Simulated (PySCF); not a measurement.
CH6OSiZn, SMILES [SiH3][O][Zn][CH3]. Heavy atoms are numbered as in [Zn:1]([CH3:2])[O:6][SiH3:7]. Hydrogens are named by the atom that carries them.

The structure is a stationary point at PBE-D3(BJ)/def2-SVP. The structure was generated by enumeration; whether it is a known compound was not checked. Other conformers were not sampled.

Level of theory: PBE/pcSseg-1 in PySCF.

GIAO shieldings, no solvent; atoms alike by connectivity are averaged. δ = σ(ref) − σ: ¹³C against TMS (σ = 182.0 ppm); ¹H against TMS (σ = 31.49 ppm); ¹⁷O against H2O (σ = 334.3 ppm); ²⁹Si against TMS (σ = 335.4 ppm), references at their B3LYP-D3(BJ)/def2-TZVP geometries, non-relativistic.

```
nucleus       atoms  count  δ (ppm)
-------  ----------  -----  -------
¹³C        C2 (CH3)      1    -14.3
¹H         H on Si7      3     5.83
¹H          H on C2      3     0.47
¹⁷O              O6      1     39.1
²⁹Si     Si7 (SiH3)      1    -39.6
```
